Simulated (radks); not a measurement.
Co, configuration [Ar] 3d8 4s1 (not the ground configuration). Calculated with a radial shooting solver on a logarithmic mesh with Libxc functionals: scalar-relativistic Kohn-Sham, r2SCAN, spin-polarised, spherical densities, finite nucleus; open shells are filled with parallel spins first; meta-GGA in the generalised Kohn-Sham scheme; Fermi nuclear charge, rms radius 3.7875 fm.

Radial electron density D(r) = 4 pi r^2 rho(r):

r (bohr),D(r) (e/bohr),spin D(r)
0.001854,0.5932,0.000183
0.002124,0.7633,0.000236
0.002452,0.9945,0.000307
0.00281,1.274,0.000393
0.003219,1.627,0.000501
0.003718,2.100,0.000647
0.004259,2.663,0.000819
0.00488,3.362,0.00103
0.005635,4.280,0.00131
0.006456,5.346,0.00163
0.007397,6.635,0.00202
0.008475,8.174,0.00248
0.009787,10.10,0.00304
0.01121,12.21,0.00364
0.01285,14.61,0.00431
0.01484,17.41,0.00505
0.017,20.24,0.00575
0.01947,23.16,0.00640
0.02249,26.16,0.00693
0.02577,28.72,0.00718
0.02952,30.80,0.00709
0.03409,32.24,0.00651
0.03906,32.71,0.00545
0.04475,32.25,0.00392
0.05168,30.87,0.00201
0.05921,29.03,0.000348
0.06784,27.16,-0.000466
0.07834,25.78,0.000730
0.08975,25.63,0.00520
0.1028,26.89,0.0145
0.1188,29.61,0.0321
0.1361,32.81,0.0583
0.1559,35.56,0.0968
0.1786,36.71,0.152
0.2062,35.30,0.235
0.2363,31.43,0.346
0.2707,25.94,0.498
0.3126,20.03,0.712
0.3582,15.99,0.963
0.4104,14.39,1.24
0.4739,15.17,1.54
0.543,17.05,1.76
0.6221,18.50,1.87
0.7184,18.37,1.85
0.8231,16.49,1.70
0.943,13.46,1.48
1.089,9.889,1.23
1.248,6.904,1.02
1.429,4.633,0.862
1.651,3.018,0.739
1.891,2.065,0.657
2.167,1.466,0.588
2.503,1.047,0.510
2.867,0.7570,0.424
3.285,0.5273,0.326
3.763,0.3437,0.228
4.346,0.1977,0.137
4.979,0.1042,0.0735
5.705,0.04807,0.0338
6.588,0.01799,0.0122
7.548,0.005996,0.00384
8.648,0.001673,0.000956
9.987,0.0003532,0.000162

D(r) has 3 maxima, at r = 0.0391, 0.179, 0.663 bohr, and minima at 0.0855, 0.420 bohr, inside which lie 2.12, 10.75 electrons.
